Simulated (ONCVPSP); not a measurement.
# caesium (Cs), ONCV: configuration errors across variants

- Element: caesium (Cs)
- Generator: ONCVPSP 4.0.1
- Type: optimised norm-conserving Vanderbilt (ONCV)
- Functional: PBE
- Relativity: scalar-relativistic
- Frozen core: [Kr] 4d10
- Valence charge: 9
- Reference configuration: 5s2 5p6 6s1
- Partial waves: 5s+6s: rc 2.30 bohr, ncon 4, nbas 9, qcut 4.5 1/bohr, 2 projectors; 5p: rc 2.60 bohr, ncon 5, nbas 9, qcut 6.7 1/bohr, 2 projectors, debl 2.9 Ha; d scattering state at 0.35 Ha: rc 2.30 bohr, ncon 3, nbas 7, qcut 4.2 1/bohr, 2 projectors, debl 2.8 Ha
- Local potential: polynomial inside 2.15 bohr (lpopt 5, dvloc0 0 Ha)
- Core correction: Teter function, fcfact 2.5, rcfact 1.35

All-electron excitation energies from the reference (eV): (1) 5s2 5p6 6s0 3.863; (2) 5s2 5p6 6s0.5 1.471; (3) 5s2 5p6 6s0 6p1 1.371; (4) 5s2 5p5 6s1 17.865.

3 further variants failed, have other tests or too few solved ones, and are left out.

Errors AE − PS in meV (a dash: test not solved or not reliable):

```
      change   (1)   (2)   (3)   (4)  bound ghosts  GHOST(+) flags above zero
        base  -0.3  -0.1  +0.2   -10          none                          s
   s: nbas 7  -0.3  -0.1  +0.2   -10          none                          s
d: debl 4.15  -0.3  -0.1  +0.2   -10          none                          s
 p: qcut 7.1  -0.3  -0.1  +0.2  -9.4          none                          s
  d: rc 2.28  -0.3  -0.1  +0.2   -10          none                          s
```

(1) Give the same row for: core correction polynomial model core, fcfact 0.55.

## Answers

(1) -0.4, -0.1, +0.2, -6.8; bound ghosts: none; GHOST(+) flags above zero: s.
